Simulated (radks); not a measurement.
The numbers below are computed, except where a source is named.
Spherical quantum dot in the effective-mass picture: electrons in a parabolic well V = omega^2 r^2 / 2 with omega = 0.264, with a point charge +1 (a donor) at the centre, all in effective atomic units (hartree* = m*/eps^2 hartree, bohr* = eps/m* bohr), one dielectric constant everywhere. Level of theory: non-relativistic Kohn-Sham, r2SCAN, spin-polarised, spherical densities, generalised Kohn-Sham scheme (a radial shooting solver with Libxc functionals). Levels are named by radial order and angular momentum (1s, 1p, 1d, 2s, ...), and open shells are averaged over m.

N = 5, configuration 1s2 1p(up 3, down 0). This is the lowest configuration that the search found. Occupied and some empty levels:

level    occupation  eigenvalue (hartree*)  <r> (bohr*)
1s up             1                 1.2018        2.017
1s down           1                 1.2440        1.730
1p up             3                 1.4947        3.326
1p down           0                 1.6015        3.187
2s up             0                 1.6167        3.232
2s down           0                 1.6931        3.249
1d up             0                 1.7201        3.876
1d down           0                 1.8443        3.757
1f up             0                 1.9607        4.320
1f down           0                 2.1055        4.184

Energy (hartree*): total 3.25137, kinetic 1.4418, external -1.0460, Hartree 4.1093, exchange-correlation -1.2536.
